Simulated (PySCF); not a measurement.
A geometry optimisation on 3-bromopropionamide, `NC(=O)CCBr`.

Method: PBE0-D3(BJ)/def2-SVP geometry optimisation, gas phase (PySCF 2.14.0). Start geometry: GFN2-xTB. A driver script takes a list of jobs; this job's settings line and coordinates (Å) are shown.

Input:
```
{"job": {"xc": "PBE0", "basis": "def2-SVP", "d3": "d3bj", "grid": 1, "maxiter": 30, "shake": 0.01, "kind": "geom"}, "charge": 0, "multiplicity": 1}
N      1.645540     0.738640     0.309200
C      0.987890    -0.431110     0.357130
O      1.332730    -1.336200     1.064170
C     -0.195730    -0.534340    -0.554640
C     -1.490880    -0.167960     0.202990
Br    -1.536430     1.751980     0.628670
H      1.262250     1.547890    -0.199140
H      2.404500     0.934170     0.935060
H     -0.324000    -1.574590    -0.841010
H     -0.117270     0.088460    -1.426530
H     -2.393880    -0.359880    -0.363890
H     -1.535060    -0.685330     1.173120
```

Give the output.

```
step   0  E = -2821.01937371  max force = 0.032609
step   1  E = -2821.02130040  max force = 0.010038
step   2  E = -2821.01974459  max force = 0.018439
step   3  E = -2821.02272073  max force = 0.005818
step   4  E = -2821.02171680  max force = 0.008325
step   5  E = -2821.02306658  max force = 0.002214
step   6  E = -2821.02318943  max force = 0.000510
step   7  E = -2821.02323719  max force = 0.000628
step   8  E = -2821.02341911  max force = 0.001304
step   9  E = -2821.02353554  max force = 0.001082
step  10  E = -2821.02372079  max force = 0.001542
step  11  E = -2821.02353364  max force = 0.002360
step  12  E = -2821.02372557  max force = 0.001359
step  13  E = -2821.02378747  max force = 0.003888
step  14  E = -2821.02388758  max force = 0.001748
step  15  E = -2821.02394510  max force = 0.000644
step  16  E = -2821.02394838  max force = 0.000478
step  17  E = -2821.02394495  max force = 0.000180
step  18  E = -2821.02394048  max force = 0.000335
step  19  E = -2821.02393834  max force = 0.000760
step  20  E = -2821.02394397  max force = 0.000661
step  21  E = -2821.02394712  max force = 0.000313
optimisation converged
```

Energies in Eh; «max force» is the largest Cartesian gradient component in Eh/bohr.

At which steps does the energy rise by more than 1e-5 Eh?

At steps 2 (+1.56 mEh), 4 (+1.00 mEh) and 11 (+0.19 mEh).

How much energy does the optimisation release, in eV?

E(step 0) − E(last step) = 0.004573 Eh, which is 0.124 eV.

In short: final energy -2821.02395 Eh after 21 steps; dipole 3.62 D.

Where do the atoms end?

0.445 Å rms from the input after alignment:
```
atom  x, y, z in Å
N1     1.8589    0.7451    0.0346
C2     0.9301   -0.1464    0.4580
O3     1.0393   -0.7834    1.4842
C4    -0.2572   -0.3477   -0.4743
C5    -1.5536   -0.4105    0.2965
Br6   -2.0784    1.3459    0.9520
H7     1.6854    1.3656   -0.7419
H8     2.6425    0.9375    0.6457
H9    -0.1038   -1.3258   -0.9641
H10   -0.3051    0.4111   -1.2701
H11   -2.3876   -0.7691   -0.3181
H12   -1.4320   -1.0472    1.1821
```

Hardware: an Intel Xeon Platinum 8488C with one thread, on a shared host. Cost: 2.6 min of wall time, 0.57 GiB resident at most.
Labels such as C1 count atoms from 1, the log's own numbers from 0.
